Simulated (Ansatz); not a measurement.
**One reagent, a row of partners**

Four-centre ligand exchange: SiH₃Cl ([SiH3][Cl]) meets different reagents, and the same bond of it breaks. Each row is one chosen step, not always the lowest open to these reactants.

Gas-phase electronic energies, without zero-point energy, by CCSD(T) at an estimated basis limit (MP2 extrapolated from triple and quadruple zeta, plus CCSD(T) − MP2 in triple zeta); Ansatz 0.2.0, def2-TZVPP and QZVPP, frozen cores, on PBE0-D4/def2-TZVP structures. Extrapolation: Hartree–Fock as exp(−7.88 √X), correlation as X^−2.97. All energies, in eV, count from the separated reactants, without counterpoise correction; the start and end structures are the complexes reached by relaxing down from the saddle, and deeper ones may exist. Brackets give SMILES, or, where every atom is bracketed, only which atoms are joined. Steps whose reference was doubtful or whose search ended elsewhere are left out.

| reactants | products | broken | formed | start structure | saddle | end structure | saddle by PBE0-D4/TZ |
| --- | --- | --- | --- | --- | --- | --- | --- |
| SiH₃Cl ([SiH3][Cl]) + HBr | SiH₃Br ([SiH3][Br]) + HCl | Br–H, Cl–Si | Br–Si, Cl–H | -0.109 | ? | -0.114 | 1.306 |
| SiH₃Cl ([SiH3][Cl]) + H₂O | SiH₄O ([OH][SiH3]) + HCl | Cl–Si, H–O | Cl–H, O–Si | -0.123 | 0.877 | -0.100 | 0.737 |
| SiH₃Cl ([SiH3][Cl]) + CH₄ | CH₆Si ([CH3][SiH3]) + HCl | Cl–Si, C–H | Cl–H, C–Si | -0.036 | 2.811 | 0.962 | 2.583 |

Question: What is the height of the saddle for SiH₃Cl ([SiH3][Cl]) + HBr? (An estimate is asked for; the value comes from the calculation.)

Answer: The calculation gives: 1.554 eV relative to the separated reactants, between the members at 0.877 and 2.811; above its start structure the barrier is 1.554 − (-0.109) ≈ 1.662 eV.

Question: How do the PBE0-D4 saddles lie against the coupled-cluster estimate?

Answer: All lower, by 0.140 to 0.248 eV.

No T1 diagnostic of these runs exceeds 0.011. The filled d shells of Br are correlated in sets not built for that, so values that involve them are less sure.

For scale, one of the runs: CCSD(T)/def2-TZVPP, 213 basis functions, launched by `ansatz run in.yaml --threads 4 --pin off --events-out ev --progress --plain --max-ram 9574MiB`. Hardware: 4 CPU threads of an Arm Neoverse V1, shared host. Wall time 37 s; peak host memory 2.8 GiB.
